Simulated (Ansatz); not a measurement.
Input file for Ansatz (a first-principles code): R-RI-MP2/aug-cc-pVTZ on C3H4O2 (a complex). Files ending in .json are basis or fitting sets from the Basis Set Exchange.

Ansatz 0.2 input:
```yaml
crystal:
  periodic: [false, false, false]
  atoms:
    - {symbol: C, position_ang: [-0.59843565, -0.09265139, -0.06241815]}
    - {symbol: C, position_ang: [0.72115646, 0.00542229, 0.00956969]}
    - {symbol: H, position_ang: [-1.22991201, 0.78381028, -0.14477628]}
    - {symbol: H, position_ang: [-1.09910985, -1.05316677, -0.04231906]}
    - {symbol: H, position_ang: [1.35262203, -0.87117569, 0.09082696]}
    - {symbol: H, position_ang: [1.22190329, 0.96588439, -0.01056249]}
    - {symbol: O, position_ang: [-0.09372518, -1.07083172, 3.30214125]}
    - {symbol: C, position_ang: [-0.12259623, 0.08719422, 3.24697847]}
    - {symbol: O, position_ang: [-0.15266603, 1.24595308, 3.21244624]}
basis:
  gaussian:
    orbitals: aug-cc-pVTZ
    fitting: {mean_field: def2-universal-JKFIT, correlation: aug-cc-pVTZ-RIFIT.json}
magnetization: {spin_polarized: false}
correlation: {method: mp2, electrons: outside_noble_gas}
scf: {lower_state_search: off}
```

It printed:

```
WARN ansatz: RAYON_NUM_THREADS=1 ignored (pool sized by the plan → 1); use --threads N
Functional definition: HF
these checks for a lower state are left out or cut short: stability, starts, cluster_reference, orbital_swaps, neighbouring_geometries, increment
integrals: 0.40 GiB planned
451 factors; integrals over basis functions are off by at most 9.3e-1 eV
mean field: 0.63 GiB planned
mean field evaluation 1: about -7227.9511 eV, gradient 4.6e1 eV
mean field evaluation 2: about -7230.8086 eV, gradient 2.8e1 eV
mean field evaluation 4: about -7232.0747 eV, gradient 1.3e0 eV
mean field -7232.07893473 eV, -265.7739987721 hartree, gradient 2.0e-6 eV, S^2 0.000000; 0 other end points of the search recorded, 0 dependent functions left out
5 core orbitals not correlated
714 factors; their error is unknown
reference -7232.07893473 eV, -265.7739987721 hartree; 14, 14 occupied and 303, 303 virtual orbitals, 714 factors
second order -25.97509011 eV of doubles, -0.00000000 eV of singles
Total energy: -7258.05402484 eV, -266.7285657270 hartree
Checks for a lower state left out: stability, starts, cluster_reference, orbital_swaps, neighbouring_geometries, increment
```

Self-consistency was reached.

Cost: about 4 core-seconds (a rough figure).
